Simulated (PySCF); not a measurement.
CH$_{6}$GeZn (SMILES [CH3][Zn][GeH3]), singlet, geometry from GFN2-xTB (such geometries of metal compounds can be far from the true shape). Base run: PBE/6-31G in PySCF.

PySCF was given this input:
```python
from pyscf import gto, scf, dft, solvent

mol = gto.Mole()
mol.atom = '''
    Zn   -0.14129228    0.74792521   -0.50490044
    C    -0.40276646    2.34159889   -1.72536162
    H    -1.20691274    2.99388935   -1.39467612
    H    -0.64640352    2.03375453   -2.73966559
    H     0.49170088    2.95631224   -1.79106853
    Ge    0.21938104   -1.21954309    0.86353710
    H     1.03868879   -2.34427726    0.27872799
    H     0.93084729   -1.08106555    2.18675863
    H    -0.97274687   -2.02058411    1.32591916
'''
mol.basis = '6-31g'
mol.verbose = 3
mol.build()

mf = dft.RKS(mol)
mf.xc = 'pbe'
mf.kernel()
mf.analyze()
```

Variants of this job, named by their change:

```tsv
change	ΔE vs base (kcal/mol)	dipole (D)	HOMO-LUMO gap (eV)
base	0.000	1.70	4.76
model = IEF-PCM; solvent = toluene	-3.76	2.04	4.90
model = IEF-PCM; solvent = acetonitrile	-8.64	2.50	5.08
model = IEF-PCM; solvent = dimethylsulfoxide	-8.75	2.51	5.09
model = IEF-PCM; solvent = n-hexane	-2.83	1.96	4.87
model = IEF-PCM; solvent = dichloromethane; vdw_scale = 1.1	-12.32	2.52	5.08
model = ddCOSMO; solvent = dichloromethane	___	___	___
model = SS(V)PE; solvent = dichloromethane	___	2.35	___
model = IEF-PCM; solvent = dichloromethane; lebedev_order = 11	-7.01	2.35	5.00
model = COSMO; solvent = dichloromethane	-7.36	2.37	5.04
model = IEF-PCM; solvent = dichloromethane; vdw_scale = 1.0	___	___	___
model = C-PCM; solvent = dichloromethane	-7.87	2.42	5.06
```

### Question
Fill in the missing entries.

### Answer

- model = ddCOSMO; solvent = dichloromethane, ΔE vs base (kcal/mol): -11.04
- model = ddCOSMO; solvent = dichloromethane, dipole (D): 2.56
- model = ddCOSMO; solvent = dichloromethane, HOMO-LUMO gap (eV): 5.16
- model = SS(V)PE; solvent = dichloromethane, ΔE vs base (kcal/mol): -7.15
- model = SS(V)PE; solvent = dichloromethane, HOMO-LUMO gap (eV): 5.03
- model = IEF-PCM; solvent = dichloromethane; vdw_scale = 1.0, ΔE vs base (kcal/mol): -21.43
- model = IEF-PCM; solvent = dichloromethane; vdw_scale = 1.0, dipole (D): 2.69
- model = IEF-PCM; solvent = dichloromethane; vdw_scale = 1.0, HOMO-LUMO gap (eV): 5.10

The base is the gas phase, so ΔE is the electrostatic part of solvation at a fixed geometry, without cavity and dispersion terms.
